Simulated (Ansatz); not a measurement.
# Molecular dynamics of Cl2H5N2OTa

input.yaml

```yaml
crystal:
  periodic: [false, false, false]
  atoms:
    - { symbol: Ta, position_ang: [0.477884, -0.057311, 0.10783] }
    - { symbol: O, position_ang: [2.351303, -0.027721, -0.252941] }
    - { symbol: H, position_ang: [3.247344, 0.012502, 0.117558] }
    - { symbol: "N", position_ang: [-0.975578, -0.093496, 1.48497] }
    - { symbol: H, position_ang: [-1.276084, -0.95271, 1.957275] }
    - { symbol: H, position_ang: [-1.273659, 0.735744, 2.009128] }
    - { symbol: "N", position_ang: [-0.430939, -0.012749, -1.621351] }
    - { symbol: H, position_ang: [-1.445486, -0.012459, -1.764633] }
    - { symbol: H, position_ang: [0.071033, 0.016251, -2.516111] }
    - { symbol: Cl, position_ang: [0.571671, 2.256662, 0.698191] }
    - { symbol: Cl, position_ang: [0.589613, -2.395513, 0.570385] }
basis:
  gaussian: { orbitals: def2-SVP }
hamiltonian:
  xc: pbe
  dispersion: d4
md:
  timestep: 1.0
  n_steps: 150
  ensemble: nve
  temperature: 300.0
  initial_velocities: maxwell_boltzmann
  seed: 507893
  masses: [{ species: H, mass: 10.0 }]
```

Run as:

```bash
$ ansatz run input.yaml --threads 4 --pin off --max-ram 5120MiB --backend cpu --events-out ev --progress --plain --runs-dir out
```

It starts from a relaxed structure.

Output, in part (one step line in 3, the closing report, with atoms numbered from 0):

```
md step     0: t =     0.00 fs  T =   300.0 K  F+E_penalty+E_count = -31686.06424741 eV  E_kin = 0.349002 eV  conserved = -31685.71524542 eV  (32 SCF iters)
md step     3: t =     3.00 fs  T =   229.9 K  F+E_penalty+E_count = -31685.98132882 eV  E_kin = 0.267458 eV  conserved = -31685.71387105 eV  (33 SCF iters)
md step     6: t =     6.00 fs  T =   164.8 K  F+E_penalty+E_count = -31685.90461730 eV  E_kin = 0.191761 eV  conserved = -31685.71285638 eV  (33 SCF iters)
md step     9: t =     9.00 fs  T =   195.3 K  F+E_penalty+E_count = -31685.94185599 eV  E_kin = 0.227172 eV  conserved = -31685.71468392 eV  (33 SCF iters)
md step    12: t =    12.00 fs  T =   162.1 K  F+E_penalty+E_count = -31685.90279558 eV  E_kin = 0.188619 eV  conserved = -31685.71417634 eV  (33 SCF iters)
md step    15: t =    15.00 fs  T =    97.6 K  F+E_penalty+E_count = -31685.82644849 eV  E_kin = 0.113558 eV  conserved = -31685.71289038 eV  (33 SCF iters)
md step    18: t =    18.00 fs  T =   129.3 K  F+E_penalty+E_count = -31685.86377949 eV  E_kin = 0.150389 eV  conserved = -31685.71339077 eV  (33 SCF iters)
md step    21: t =    21.00 fs  T =   204.1 K  F+E_penalty+E_count = -31685.95228199 eV  E_kin = 0.237380 eV  conserved = -31685.71490168 eV  (33 SCF iters)
md step    24: t =    24.00 fs  T =   179.8 K  F+E_penalty+E_count = -31685.92332183 eV  E_kin = 0.209132 eV  conserved = -31685.71419033 eV  (33 SCF iters)
md step    27: t =    27.00 fs  T =   129.6 K  F+E_penalty+E_count = -31685.86382441 eV  E_kin = 0.150738 eV  conserved = -31685.71308687 eV  (34 SCF iters)
md step    30: t =    30.00 fs  T =   151.8 K  F+E_penalty+E_count = -31685.89097909 eV  E_kin = 0.176598 eV  conserved = -31685.71438099 eV  (34 SCF iters)
md step    33: t =    33.00 fs  T =   135.6 K  F+E_penalty+E_count = -31685.87199351 eV  E_kin = 0.157779 eV  conserved = -31685.71421463 eV  (34 SCF iters)
md step    36: t =    36.00 fs  T =    81.6 K  F+E_penalty+E_count = -31685.80814548 eV  E_kin = 0.094900 eV  conserved = -31685.71324561 eV  (34 SCF iters)
md step    39: t =    39.00 fs  T =    86.9 K  F+E_penalty+E_count = -31685.81432117 eV  E_kin = 0.101111 eV  conserved = -31685.71321036 eV  (33 SCF iters)
md step    42: t =    42.00 fs  T =   154.1 K  F+E_penalty+E_count = -31685.89349339 eV  E_kin = 0.179253 eV  conserved = -31685.71424046 eV  (33 SCF iters)
md step    45: t =    45.00 fs  T =   180.2 K  F+E_penalty+E_count = -31685.92410194 eV  E_kin = 0.209659 eV  conserved = -31685.71444293 eV  (34 SCF iters)
md step    48: t =    48.00 fs  T =   158.2 K  F+E_penalty+E_count = -31685.89734020 eV  E_kin = 0.184095 eV  conserved = -31685.71324493 eV  (34 SCF iters)
md step    51: t =    51.00 fs  T =   187.9 K  F+E_penalty+E_count = -31685.93282091 eV  E_kin = 0.218560 eV  conserved = -31685.71426140 eV  (34 SCF iters)
md step    54: t =    54.00 fs  T =   184.2 K  F+E_penalty+E_count = -31685.92892190 eV  E_kin = 0.214282 eV  conserved = -31685.71463985 eV  (33 SCF iters)
md step    57: t =    57.00 fs  T =   104.8 K  F+E_penalty+E_count = -31685.83531247 eV  E_kin = 0.121888 eV  conserved = -31685.71342452 eV  (34 SCF iters)
md step    60: t =    60.00 fs  T =    66.8 K  F+E_penalty+E_count = -31685.79083913 eV  E_kin = 0.077762 eV  conserved = -31685.71307717 eV  (33 SCF iters)
md step    63: t =    63.00 fs  T =   107.8 K  F+E_penalty+E_count = -31685.83950113 eV  E_kin = 0.125405 eV  conserved = -31685.71409568 eV  (34 SCF iters)
md step    66: t =    66.00 fs  T =   124.6 K  F+E_penalty+E_count = -31685.85948707 eV  E_kin = 0.144930 eV  conserved = -31685.71455755 eV  (33 SCF iters)
md step    69: t =    69.00 fs  T =    90.1 K  F+E_penalty+E_count = -31685.81780369 eV  E_kin = 0.104824 eV  conserved = -31685.71297966 eV  (33 SCF iters)
md step    72: t =    72.00 fs  T =   140.5 K  F+E_penalty+E_count = -31685.87744151 eV  E_kin = 0.163506 eV  conserved = -31685.71393590 eV  (34 SCF iters)
md step    75: t =    75.00 fs  T =   191.3 K  F+E_penalty+E_count = -31685.93760253 eV  E_kin = 0.222559 eV  conserved = -31685.71504403 eV  (33 SCF iters)
md step    78: t =    78.00 fs  T =   128.6 K  F+E_penalty+E_count = -31685.86333501 eV  E_kin = 0.149632 eV  conserved = -31685.71370275 eV  (34 SCF iters)
md step    81: t =    81.00 fs  T =    75.4 K  F+E_penalty+E_count = -31685.80057485 eV  E_kin = 0.087672 eV  conserved = -31685.71290299 eV  (33 SCF iters)
md step    84: t =    84.00 fs  T =   115.4 K  F+E_penalty+E_count = -31685.84817183 eV  E_kin = 0.134274 eV  conserved = -31685.71389806 eV  (33 SCF iters)
md step    87: t =    87.00 fs  T =   148.6 K  F+E_penalty+E_count = -31685.88762816 eV  E_kin = 0.172864 eV  conserved = -31685.71476455 eV  (33 SCF iters)
md step    90: t =    90.00 fs  T =   101.0 K  F+E_penalty+E_count = -31685.83085816 eV  E_kin = 0.117539 eV  conserved = -31685.71331936 eV  (32 SCF iters)
md step    93: t =    93.00 fs  T =   111.5 K  F+E_penalty+E_count = -31685.84284579 eV  E_kin = 0.129769 eV  conserved = -31685.71307642 eV  (34 SCF iters)
md step    96: t =    96.00 fs  T =   201.4 K  F+E_penalty+E_count = -31685.94897642 eV  E_kin = 0.234240 eV  conserved = -31685.71473631 eV  (33 SCF iters)
md step    99: t =    99.00 fs  T =   208.8 K  F+E_penalty+E_count = -31685.95742594 eV  E_kin = 0.242913 eV  conserved = -31685.71451294 eV  (33 SCF iters)
md step   102: t =   102.00 fs  T =   143.7 K  F+E_penalty+E_count = -31685.88039620 eV  E_kin = 0.167134 eV  conserved = -31685.71326230 eV  (34 SCF iters)
md step   105: t =   105.00 fs  T =   133.7 K  F+E_penalty+E_count = -31685.86878680 eV  E_kin = 0.155547 eV  conserved = -31685.71323980 eV  (33 SCF iters)
md step   108: t =   108.00 fs  T =   179.6 K  F+E_penalty+E_count = -31685.92357650 eV  E_kin = 0.208989 eV  conserved = -31685.71458791 eV  (33 SCF iters)
md step   111: t =   111.00 fs  T =   156.5 K  F+E_penalty+E_count = -31685.89634782 eV  E_kin = 0.182120 eV  conserved = -31685.71422746 eV  (33 SCF iters)
md step   114: t =   114.00 fs  T =   112.6 K  F+E_penalty+E_count = -31685.84369244 eV  E_kin = 0.130971 eV  conserved = -31685.71272143 eV  (33 SCF iters)
md step   117: t =   117.00 fs  T =   178.5 K  F+E_penalty+E_count = -31685.92178834 eV  E_kin = 0.207663 eV  conserved = -31685.71412539 eV  (33 SCF iters)
md step   120: t =   120.00 fs  T =   231.4 K  F+E_penalty+E_count = -31685.98388788 eV  E_kin = 0.269173 eV  conserved = -31685.71471513 eV  (33 SCF iters)
md step   123: t =   123.00 fs  T =   197.6 K  F+E_penalty+E_count = -31685.94365975 eV  E_kin = 0.229906 eV  conserved = -31685.71375377 eV  (33 SCF iters)
md step   126: t =   126.00 fs  T =   169.8 K  F+E_penalty+E_count = -31685.91086572 eV  E_kin = 0.197541 eV  conserved = -31685.71332514 eV  (33 SCF iters)
md step   129: t =   129.00 fs  T =   190.1 K  F+E_penalty+E_count = -31685.93542761 eV  E_kin = 0.221119 eV  conserved = -31685.71430832 eV  (33 SCF iters)
md step   132: t =   132.00 fs  T =   167.5 K  F+E_penalty+E_count = -31685.90922000 eV  E_kin = 0.194833 eV  conserved = -31685.71438743 eV  (33 SCF iters)
md step   135: t =   135.00 fs  T =   109.9 K  F+E_penalty+E_count = -31685.84091367 eV  E_kin = 0.127900 eV  conserved = -31685.71301393 eV  (33 SCF iters)
md step   138: t =   138.00 fs  T =   134.0 K  F+E_penalty+E_count = -31685.86986843 eV  E_kin = 0.155860 eV  conserved = -31685.71400828 eV  (34 SCF iters)
md step   141: t =   141.00 fs  T =   160.5 K  F+E_penalty+E_count = -31685.90097078 eV  E_kin = 0.186701 eV  conserved = -31685.71426947 eV  (33 SCF iters)
md step   144: t =   144.00 fs  T =   147.2 K  F+E_penalty+E_count = -31685.88488120 eV  E_kin = 0.171281 eV  conserved = -31685.71360036 eV  (34 SCF iters)
md step   147: t =   147.00 fs  T =   155.8 K  F+E_penalty+E_count = -31685.89482257 eV  E_kin = 0.181280 eV  conserved = -31685.71354262 eV  (34 SCF iters)
md step   150: t =   150.00 fs  T =   191.1 K  F+E_penalty+E_count = -31685.93661927 eV  E_kin = 0.222292 eV  conserved = -31685.71432687 eV  (34 SCF iters)
Total energy: -31685.93668525 eV, -1164.4366956838 hartree
Atom 0 at     0.482952    -0.053925     0.116124 Å, force     0.187534     0.113671    -1.333706 eV/Å
Atom 1 at     2.378126    -0.003854    -0.191933 Å, force     0.926307    -0.093545     0.613436 eV/Å
Atom 2 at     3.281674     0.053097     0.235835 Å, force    -1.274992    -0.052990    -0.571600 eV/Å
Atom 3 at    -0.920074    -0.088172     1.490238 Å, force    -0.378355    -0.925312     0.316041 eV/Å
Atom 4 at    -1.223604    -1.030305     1.809752 Å, force     0.071727     0.578562     0.002531 eV/Å
Atom 5 at    -1.182456     0.636573     2.146841 Å, force    -0.178919     0.431398     0.267847 eV/Å
Atom 6 at    -0.481209    -0.006811    -1.627925 Å, force     1.310072    -0.088606     0.625720 eV/Å
Atom 7 at    -1.466020     0.008757    -1.818132 Å, force    -1.062407     0.008595     0.151185 eV/Å
Atom 8 at    -0.001512     0.004861    -2.532814 Å, force     0.313290     0.006676    -0.012603 eV/Å
Atom 9 at     0.564366     2.288885     0.620103 Å, force    -0.044808    -0.158377     0.086931 eV/Å
Atom 10 at     0.532916    -2.424602     0.568324 Å, force     0.130551     0.179930    -0.145781 eV/Å
Dipole moment:    -0.081155     0.005061    -0.134796 e Å
```

All steps were run. The conserved energy stayed within 0.24 meV per atom of its start (net change 0.083 meV per atom), so the integration is sound. Over the second half the temperature averaged 0.51 of the 300 K drawn at the start: a run that starts near a minimum puts about half its kinetic energy into the potential. A run of 0.15 ps of so small a system gives no equilibrium averages.

The same pairs are bonded in the first frame and the last. Pairs count as bonded within 1.25 times the sum of covalent radii (0.12 Å more for H–H).

Last frame:

```xyz
11
Properties=species:S:1:pos:R:3
Ta 0.483 -0.054 0.116
O 2.378 -0.004 -0.192
H 3.282 0.053 0.236
N -0.920 -0.088 1.490
H -1.224 -1.030 1.810
H -1.183 0.637 2.147
N -0.481 -0.007 -1.628
H -1.466 0.009 -1.818
H -0.002 0.005 -2.533
Cl 0.564 2.289 0.620
Cl 0.533 -2.425 0.568
```

The run took 6.4 min on 4 threads of Intel(R) Xeon(R) Platinum 8259CL CPU @ 2.50GHz (Skylake/Cascade Lake), on a shared host, peak memory 0.25 GiB.
